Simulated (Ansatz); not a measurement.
H5NOSSn (`[NH2][SnH]([OH])[SH]`), relaxed with RKS PBE0-D4/def2-TZVP in Ansatz from a PBE-D4/def2-SVP geometry. The force threshold is 0.005 eV/Å; the program also tests the step.

Charge 0, multiplicity 1. Sn takes the def2 core potential.

Start:

```xyz
9

N     1.195    0.780    1.167
Sn    0.248   -0.152   -0.412
O    -0.919    1.153   -1.414
S    -1.039   -1.982    0.580
H     1.073    1.801    1.100
H     0.768    0.488    2.058
H     1.353   -0.678   -1.622
H    -1.733    1.320   -0.900
H    -0.948   -2.730   -0.556
```

Question: By how much does the energy fall, and how many steps does the optimiser take? (Best estimate.)

Answer: The calculation gave: 9.40 kJ/mol, in 54 steps, 9 of them rejected.

Question: Which bonds change most? (Best estimate.)

Answer: Ansatz gave: Sn2–O3 from 2.016 to 1.960 Å; N1–Sn2 from 2.064 to 2.007 Å; Sn2–S4 from 2.448 to 2.411 Å; Sn2–H7 from 1.721 to 1.701 Å.

Question: Give the relaxed structure. (An estimate is asked.)

Answer: The calculation gave: 
```xyz
9

N     1.173    0.949    1.081
Sn    0.251   -0.102   -0.360
O    -0.845    1.259   -1.247
S    -1.229   -1.795    0.509
H     0.581    1.682    1.452
H     1.523    0.397    1.853
H     1.355   -0.785   -1.459
H    -1.768    0.999   -1.285
H    -1.040   -2.606   -0.545
```
